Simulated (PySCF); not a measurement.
This triplet is an excited state, 1.26 eV above the relaxed singlet at the level B3LYP-D3(BJ)/def2-TZVP (PySCF).

B3LYP has the VWN-RPA correlation part, as in Gaussian. 

Cartesian coordinates (Å):
```xyz
5

C      2.0189     0.1043     0.7051
C      0.7631    -0.1297     0.5681
C     -0.5621    -0.0174     0.3748
H     -1.0277     0.9409     0.1820
H     -1.1921    -0.8981     0.4098
```
Charge 0, spin multiplicity 3.

Question: Estimate the highest occupied spin orbital, total energy and dipole moment that B3LYP-D3(BJ)/def2-TZVP (PySCF 2.14.0) returns for this input.

Answer: 
| Quantity | Result |
|---|---|
| highest occupied spin orbital | -6.39 eV |
| total energy | -115.3386 Ha |
| dipole moment | 2.46 D |
